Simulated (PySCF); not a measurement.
An unknown shows these calculated signals:

1H NMR (400 MHz, computed): δ 5.71 (m, 1H), 4.92 (d, 2H), 4.25 (m, 3H).

13C{1H} NMR (computed): δ 190.9 (C), 123.6 (C), 118.8 (CH).

How the numbers were obtained: coordinates at the GFN2-xTB level, GIAO PBE0/pcSseg-1 shieldings, in PySCF (equivalent nuclei averaged, non-relativistic Hamiltonian, one conformer, no solvent).

Chemical shifts δ = σref − σ; 1H, 13C against TMS, all at this level.

Problem. Which of these does the molecule contain: a nitrile, a heteroaromatic ring, a ketone, a Si–H bond, an OH group, a non-aromatic C=C double bond?

Solution. 
- A nitrile: yes (δC 123.6).
- A heteroaromatic ring: no.
- A ketone: no.
- A Si–H bond: yes (δH 4.92 (d)).
- An OH group: no.
- A non-aromatic C=C double bond: yes.

The data belong to `InChI=1S/C3H6FNSi2/c4-3(6)1-7-2-5/h1H,7H2,6H3/b3-1+`; they needn't prove each group on their own.

Carbon signals by region: 1 in the far downfield region (above 160 ppm), 2 in the sp2 and nitrile region (100–160 ppm). Above 160 ppm: 190.9, fully substituted alkene carbon.

Splittings by 19F in the carbon and heteronuclear signals aren't shown, as no couplings were computed. Shifts are as computed. Against solution values, carbons near 30 ppm lie about +3 ppm off and those near 130 ppm about +5 ppm. Of 1211 compounds with measured shifts, 218 miss one by over three times the rms of a fit or turn the order of signals round; such compounds aren't used in these exercises. No couplings were computed; multiplicities are counted from neighbouring protons, with m where these are inequivalent, close in shift, in a saturated or five-membered ring or joined by F or P, and br s for small geminal =CH2 splittings.
